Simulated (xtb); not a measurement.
C₂H₆AuClS, charge -1, quartet, at the geometry of the source list (GFN-xTB shapes and energies of metal compounds can be far from the true ones) (the multiplicity is a formal guess); GFN2-xTB (xtb 6.7.1).

The xtb input:
```
$ xtb mol.xyz --gfn 2 --chrg -1 --uhf 3 --json

# file mol.xyz
11

Au     1.61860000    -1.58070000     0.01030000
Cl     3.69980000    -2.33190000     0.39400000
C     -0.21670000     0.79500000    -1.33070000
S     -0.54120000    -0.71430000    -0.36290000
C     -0.95800000     0.05260000     1.23660000
H      0.54380000     1.39440000    -0.84120000
H     -1.14600000     1.34890000    -1.42720000
H      0.13020000     0.47760000    -2.30840000
H     -0.14980000     0.69980000     1.56060000
H     -1.09920000    -0.75350000     1.94880000
H     -1.88160000     0.61220000     1.12010000
```

### Question
Write the output that xtb gives for this input, abridged.

### Answer

```
   ID    Z sym.   atoms
    1   79 Au     1
    2   17 Cl     2
    3    6 C      3, 5
    4   16 S      4
    5    1 H      6-11

           -------------------------------------------------
          |                Calculation Setup                |
           -------------------------------------------------

           -------------------------------------------------
          |                 G F N 2 - x T B                 |
           -------------------------------------------------

          ...................................................
          :                      SETUP                      :
          :.................................................:
          :  # basis functions                  44          :
          :  # atomic orbitals                  41          :
          :  # shells                           19          :
          :  # electrons                        39          :
          :  max. iterations                   250          :
          :  Hamiltonian                  GFN2-xTB          :
          :  restarted?                      false          :
          :  GBSA solvation                  false          :
          :  PC potential                    false          :
          :  electronic temp.          300.0000000     K    :
          :  accuracy                    1.0000000          :
          :  -> integral cutoff          0.2500000E+02      :
          :  -> integral neglect         0.1000000E-07      :
          :  -> SCF convergence          0.1000000E-05 Eh   :
          :  -> wf. convergence          0.1000000E-03 e    :
          :  Broyden damping             0.4000000          :
          :  net charge                         -1          :
          :  unpaired electrons                  3          :
          ...................................................

 iter      E             dE          RMSdq      gap      omega  full diag
   1    -18.9693844 -0.189694E+02  0.599E+00    1.46       0.0  T
   2    -19.0563417 -0.869573E-01  0.393E+00    1.28       1.0  T
   3    -19.0635416 -0.719995E-02  0.235E+00    1.63       1.0  T
   4    -19.0676265 -0.408488E-02  0.150E+00    1.46       1.0  T
   5    -19.0714500 -0.382348E-02  0.580E-01    1.58       1.0  T
   6    -19.0722824 -0.832404E-03  0.233E-01    1.54       1.0  T
   7    -19.0723697 -0.872901E-04  0.147E-01    1.54       1.0  T
   8    -19.0724378 -0.680765E-04  0.792E-02    1.52       1.0  T
   9    -19.0724559 -0.181386E-04  0.392E-02    1.52       1.0  T
  10    -19.0724623 -0.635003E-05  0.116E-02    1.51       2.6  T
  11    -19.0724624 -0.112001E-06  0.399E-03    1.51       7.6  T
  12    -19.0724624 -0.630412E-08  0.198E-03    1.51      15.2  T
  13    -19.0724624 -0.774903E-08  0.775E-04    1.51      38.9  T
  14    -19.0724624 -0.151569E-08  0.393E-04    1.51      76.7  T

   *** convergence criteria satisfied after 14 iterations ***

         :::::::::::::::::::::::::::::::::::::::::::::::::::::
         ::                     SUMMARY                     ::
         :::::::::::::::::::::::::::::::::::::::::::::::::::::
         :: total energy             -18.949218052335 Eh    ::
         :: gradient norm              0.154166909382 Eh/a0 ::
         :: HOMO-LUMO gap              1.513474542462 eV    ::
         ::.................................................::
         :: SCC energy               -19.072448178439 Eh    ::
         :: -> isotropic ES            0.106571337261 Eh    ::
         :: -> anisotropic ES         -0.002969824336 Eh    ::
         :: -> anisotropic XC         -0.000317094206 Eh    ::
         :: -> dispersion             -0.009231518788 Eh    ::
         :: repulsion energy           0.123230126103 Eh    ::
         :: add. restraining           0.000000000000 Eh    ::
         :: total charge              -1.000000000000 e     ::
         :::::::::::::::::::::::::::::::::::::::::::::::::::::

           -------------------------------------------------
          |                Property Printout                |
           -------------------------------------------------

    * Orbital Energies and Occupations

         #    Occupation            Energy/Eh            Energy/eV
      -------------------------------------------------------------
         1        2.0000           -0.8927498             -24.2930
       ...           ...                  ...                  ...
         9        2.0000           -0.3120422              -8.4911
        10        2.0000           -0.3012003              -8.1961
        11        2.0000           -0.2887071              -7.8561
        12        2.0000           -0.2761558              -7.5146
        13        2.0000           -0.2758440              -7.5061
        14        2.0000           -0.2632902              -7.1645
        15        2.0000           -0.2632729              -7.1640
        16        2.0000           -0.2507573              -6.8235
        17        1.9995           -0.2474224              -6.7327
        18        1.9995           -0.2474008              -6.7321
        19        1.0010           -0.2336953              -6.3592
        20        1.0000           -0.0405472              -1.1033
        21        1.0000            0.0017306               0.0471 (HOMO)
        22                          0.0573498               1.5606 (LUMO)
        23                          0.1350655               3.6753
        24                          0.1368541               3.7240
        25                          0.1530644               4.1651
        26                          0.1645003               4.4763
        27                          0.1761702               4.7938
        28                          0.2097598               5.7079
        29                          0.2097602               5.7079
        30                          0.2131485               5.8001
        31                          0.2131811               5.8010
        32                          0.2359664               6.4210
       ...                                ...                  ...
        41                          0.9513522              25.8876
      -------------------------------------------------------------
                  HL-Gap            0.0556192 Eh            1.5135 eV
             Fermi-level           -0.1053384 Eh           -2.8664 eV

     #   Z          covCN         q      C6AA      α(0)
     1  79 Au       1.826     0.271   272.685    31.633
     2  17 Cl       0.879    -0.546   117.409    16.577
     3   6 C        3.744    -0.036    21.282     6.581
     4  16 S        2.885    -0.569   167.038    21.753
     5   6 C        3.744    -0.036    21.283     6.581
     6   1 H        0.925    -0.023     3.486     2.920
     7   1 H        0.925    -0.007     3.175     2.786
     8   1 H        0.925    -0.013     3.289     2.836
     9   1 H        0.925    -0.023     3.486     2.920
    10   1 H        0.925    -0.013     3.289     2.836
    11   1 H        0.925    -0.007     3.175     2.786

 Mol. C6AA /au·bohr⁶  :       3626.845657
 Mol. C8AA /au·bohr⁸  :     167972.264490
 Mol. α(0) /au        :        100.207998

Wiberg/Mayer (AO) data.
largest (>0.10) Wiberg bond orders for each atom

 ---------------------------------------------------------------------------
     #   Z sym  total        # sym  WBO       # sym  WBO       # sym  WBO
 ---------------------------------------------------------------------------
     1  79 Au   1.430 --     2 Cl   0.650     4 S    0.627
     2  17 Cl   0.751 --     1 Au   0.650
     3   6 C    3.894 --     8 H    0.989     7 H    0.972     6 H    0.965
                             4 S    0.880
     4  16 S    2.569 --     3 C    0.880     5 C    0.880     1 Au   0.627
     5   6 C    3.894 --    10 H    0.989    11 H    0.972     9 H    0.965
                             4 S    0.880
     6   1 H    0.999 --     3 C    0.965
     7   1 H    0.997 --     3 C    0.972
     8   1 H    1.000 --     3 C    0.989
     9   1 H    0.999 --     5 C    0.965
    10   1 H    1.000 --     5 C    0.989
    11   1 H    0.997 --     5 C    0.972
 ---------------------------------------------------------------------------

Topologies differ in total number of bonds
Writing topology from bond orders to xtbtopo.mol

molecular dipole:
                 x           y           z       tot (Debye)
 q only:       -2.284       2.200      -0.023
   full:       -2.561       3.234       0.196      10.498
molecular quadrupole (traceless):
                xx          xy          yy          xz          yz          zz
 q only:      -19.411      20.344       3.817      -4.399       2.293      15.594
  q+dip:      -25.004      22.755       4.655      -6.964       1.583      20.349
   full:      -24.770      22.716       4.497      -6.881       1.552      20.273

           -------------------------------------------------
          | TOTAL ENERGY              -18.949218052335 Eh   |
          | GRADIENT NORM               0.154166909382 Eh/α |
          | HOMO-LUMO GAP               1.513474542462 eV   |
           -------------------------------------------------

normal termination of xtb
```
